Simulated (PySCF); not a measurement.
**Shieldings and the share of exact exchange**

Molecule: `C#C[Si](N)(P)P`, C₂H₇NP₂Si.

Structure with atom numbers: `[CH:1]#[C:2][Si:3]([NH2:4])([PH2:5])[PH2:6]` (H(Xn): hydrogen on atom n).

GIAO shieldings (ppm, equivalent atoms averaged) in PySCF on the PBE0-D3(BJ)/def2-SVP geometry, basis pcSseg-1, gas phase, non-relativistic:

| functional | exact exchange (%) | σ(C2) | σ(Si3) | σ(N4) |
| --- | --- | --- | --- | --- |
| BLYP | 0 | 81.3 | 338.4 | 230.4 |
| BP86 | 0 | 85.2 | 349.7 | 232.7 |
| PBE | 0 | 85.1 | 350.9 | 233.6 |
| B3LYP | 20 | 85.2 | 351.8 | 235.7 |
| mPW1PW91 | 25 | 89.8 | 365.8 | 239.1 |
| BHandHLYP | 50 | 90.8 | 371.9 | 242.1 |
| HF | 100 | 101.8 | 408.4 | 250.5 |

Q: Fit each shielding as a line in the percentage of exact exchange.

A: σ(C2) = 83.6 + 0.18 x (rms 1.7 ppm); σ(Si3) = 345.4 + 0.61 x (rms 5.0 ppm); σ(N4) = 232.6 + 0.18 x (rms 1.2 ppm). The functionals also differ in their semilocal parts, which the line can't hold; Hartree–Fock has no correlation at all.

Q: What does the line predict for PBE0 (25 %), and what does the run give?

A: σ(C2): 88.1 predicted, 90.0 computed; σ(Si3): 360.6 predicted, 367.0 computed; σ(N4): 237.1 predicted, 239.9 computed ppm.
